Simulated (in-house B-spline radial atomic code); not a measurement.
**BLYP excitations of the bismuth ion Bi⁵⁺**

Method: BLYP. Computed with a B-spline radial code for spherical atoms: linear response of the closed shell [Xe] 4f14 5d10 with the functional's adiabatic kernel; scalar-relativistic (spin-free one-electron X2C), finite nucleus, no spin-orbit coupling, no double excitations, S, P, D and F terms only; shells from n = 3 respond. Only terms of natural parity with L up to 3 were computed.

Spin-orbit coupling is strong here, so these LS terms don't match observed levels.

Command:
```bash
python run_td.py task.json out
```
Settings (radii: box in bohr, nucleus in fm):
```
Z                        83
electrons                78
configuration            [Xe] 4f14 5d10
hamiltonian              x2c
method                   b88,lyp
box_radius               16.35
rms_radius               5.5211
intervals                70
```

Time taken, with all properties: 9.4 s on 1 thread of Arm Neoverse N1, on a shared host.

The lowest states, in the order of their Tamm-Dancoff energies; the method's threshold (minus the highest occupied level) is 80.35 eV. Labels give the largest channel, * marks a mixed state, and oscillator strengths are full-response dipole values. Semilocal kernels can invert the small singlet-triplet splittings of Rydberg terms. Energies in eV:

| state | full response | Tamm-Dancoff | oscillator strength |
| --- | --- | --- | --- |
| 5d → 6s 3D | 17.375 | 17.400 | - |
| 5d → 6s 1D | 18.543 | 18.584 | - |
| 5d → 6p 3P | 31.38 | 31.41 | - |
| 5d → 6p 3F | 31.54 | 31.55 | - |
| 5d → 6p 1F | ? | ? | - |
| 5d → 6p 1P | 33.29 | 33.39 | 1.08 |
| 5d → 6d 3S | 47.74 | 47.75 | - |
| 5d → 6d 3D | 48.17 | 48.18 | - |
| 5d → 6d 1D | 48.63 | 48.64 | - |
| 5d → 5f 3P | 49.61 | 49.65 | - |
| 5d → 5f 3F | 50.14 | 50.16 | - |
| 5d → 7s 3D | 50.29 | 50.29 | - |
| 5d → 7s 1D | ? | ? | - |
| 5d → 5f 1F | 51.21 | 51.23 | - |
| 5d → 6d 1S | 51.78 | 52.14 | - |
| 5d → 5f 1P* | 54.73 | 55.05 | 2.78 |
| 5d → 7p 3P | 55.71 | 55.71 | - |
| 5d → 7p 3F | 55.72 | 55.72 | - |
| 5d → 7p 1F | 55.87 | 55.87 | - |
| 5d → 7p 1P | 56.45 | 56.61 | 1.35 |
| 5d → 7d 3S | 62.24 | 62.25 | - |
| 5d → 7d 3D | 62.39 | 62.39 | - |

Q: Where does 5d → 7s 1D lie?

A: At 50.51 eV in full response, 50.52 eV in Tamm-Dancoff.

Q: Where does 5d → 6p 1F lie?

A: At 32.16 eV in full response, 32.16 eV in Tamm-Dancoff.

Q: How large is the singlet-triplet splitting of 5d → 6s (D terms) in Tamm-Dancoff?

A: 1.18 eV, from the unrounded values.

Q: What polarisabilities and dispersion coefficient does the method give?

A: Dipole 2.943 bohr³, quadrupole 7.3 bohr⁵, C6 14.26 hartree·bohr⁶ for two such species.
